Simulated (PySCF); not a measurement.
Atoms are numbered as in `[CH3:1][O:2][B:3]([OH:4])[O:5][CH:6]1[CH2:7][CH2:8]1`. Hydrogens are named by the atom that carries them. Ha(C7), Ha(C8) are cis to O5 on the ring; Hb(C7), Hb(C8) are trans to O5 on the ring.

Method: shieldings: GIAO KT3/pcSseg-1, structure optimised with PBE0-D3(BJ)/def2-SVP, B3LYP/pcJ-1 coupling constants (spin–dipole term only in couplings to heteroatoms), in PySCF 2.14.0 with density-fitted response routines (one computed conformer, relativity neglected, isolated molecule, rapidly exchanging positions averaged).

Question: Predict the 2D correlation tables (HSQC, COSY, HMBC).

Answer: 

HSQC (one-bond C–H):
```csv
δH,δC,"1J(C,H) (Hz)"
3.63 (H(C1)),51.6 (C1),148
3.22 (H(C6)),51.5 (C6),191
1.31 (Ha(C7)/Ha(C8)),7.1 (C7/C8),171
0.30 (Hb(C7)/Hb(C8)),7.1 (C7/C8),167
```

COSY cross peaks (|J| ≥ 2 Hz):
```csv
δH,δH,abs. J (Hz),bonds
3.22 (H(C6)),1.31 (Ha(C7)/Ha(C8)),4.5,3
3.22 (H(C6)),0.30 (Hb(C7)/Hb(C8)),8.3,3
1.31 (Ha(C7)/Ha(C8)),0.30 (Hb(C7)/Hb(C8)),7.4,3
```

HMBC (two and three bonds, |J| ≥ 2.5 Hz):
```csv
δH,δC [abs. J in Hz]
1.31 (Ha(C7)/Ha(C8)),51.5 (C6) [4.2]
0.30 (Hb(C7)/Hb(C8)),7.1 (C7/C8) [2.7]
```

References, each an isolated molecule treated in the same way: 1H (σref 31.32), 13C (σref 182.31) against TMS.

Exchangeable OH/NH protons stand at their gas-phase positions; hydrogen bonding in a real sample shifts them, mostly to higher δ. Unscaled 3J(H,H) at this level run about 10 % above measured values. Shifts are as computed, not scaled to solution data. Of 1313 compounds with measured shifts, 239 miss one by over three times the rms of a fit or turn the order of signals round; such compounds aren't used in these exercises.
